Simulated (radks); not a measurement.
Ionisation of the potassium ion K3+, [Ne] 3s2 3p4, to [Ne] 3s2 3p3 as the strength of local exchange is varied. Calculated with a radial shooting solver on a logarithmic mesh with Libxc functionals: scalar-relativistic Kohn-Sham, Slater X-alpha exchange (alpha = 2/3 is LDA exchange), no correlation, spin-polarised, spherical densities, finite nucleus; open shells are filled with parallel spins first; Fermi nuclear charge, rms radius 3.4349 fm.

alpha  E(K3+) (hartree)  exchange (hartree)  IE (eV)  -e of the level emptied (eV)  <r> of it (bohr)
0.568        -591.87687           -24.78944   57.032                   49.558 (3p)             1.325
0.582        -592.48834           -25.42099   57.284                   49.816 (3p)             1.322
0.593        -592.96912           -25.91789   57.482                   50.020 (3p)             1.320
0.667        -596.21142           -29.27656   58.826                   51.401 (3p)             1.307
0.677        -596.65063           -29.73255   59.009                   51.589 (3p)             1.306

NIST Atomic Spectra Database: 60.92 eV (semi-empirical). The central value is not met in this range of alpha. Open shells are spherical and high-spin; term and fine-structure splittings are not resolved.
